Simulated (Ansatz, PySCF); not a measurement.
This Ansatz (an electronic-structure program) input computes a PBE0/def2-TZVPD energy:

Ansatz 0.2 input:
```yaml
crystal:
  periodic: [false, false, false]
  atoms:
    - {symbol: Si, position_ang: [-0.08348845, -0.10047289, -0.00088421]}
    - {symbol: O, position_ang: [1.36084082, -0.24268385, -0.87370246]}
    - {symbol: O, position_ang: [0.41620700, 0.73220340, 1.40249596]}
    - {symbol: O, position_ang: [-0.96318865, 1.16324922, -0.70152484]}
    - {symbol: N, position_ang: [-0.74447018, -1.59465664, 0.08998593]}
    - {symbol: H, position_ang: [1.32007676, -1.11363041, -1.28179897]}
    - {symbol: H, position_ang: [0.86965930, 0.11909558, 1.98649764]}
    - {symbol: H, position_ang: [-0.63205310, 2.01109172, -0.39113332]}
    - {symbol: H, position_ang: [-1.68842655, -1.66949031, 0.45076296]}
basis:
  gaussian:
    orbitals: def2-TZVPD
hamiltonian:
  xc: {name: PBE0}
total_charge: -1
output: {forces: true}
```

**Question.** Write an input for the same energy in PySCF and say what it gives.

**Answer.** 
```python
from pyscf import gto, scf, dft

mol = gto.M(
    atom='''
    Si   -0.08348845   -0.10047289   -0.00088421
    O     1.36084082   -0.24268385   -0.87370246
    O     0.41620700    0.73220340    1.40249596
    O    -0.96318865    1.16324922   -0.70152484
    N    -0.74447018   -1.59465664    0.08998593
    H     1.32007676   -1.11363041   -1.28179897
    H     0.86965930    0.11909558    1.98649764
    H    -0.63205310    2.01109172   -0.39113332
    H    -1.68842655   -1.66949031    0.45076296
    ''',
    basis='def2-tzvpd',
    charge=-1,
    spin=0,
    verbose=4,
)

mf = dft.RKS(mol, xc='pbe0').density_fit(auxbasis='def2-universal-jkfit')
mf.grids.level = 3
mf.conv_tol = 1e-9
mf.max_cycle = 100
mf.max_memory = 1500
mf.kernel()
if not mf.converged:
    mf = mf.newton()
    mf.kernel(mf.make_rdm1())
mf.analyze()
```
It gives -572.23716 Eh, and Ansatz -572.23711 Eh, a difference of 0.05 mEh, from the treatment of integrals and grids.

It need not be the lowest isomer of its formula. Whether it binds its extra electron was not tested at this geometry.
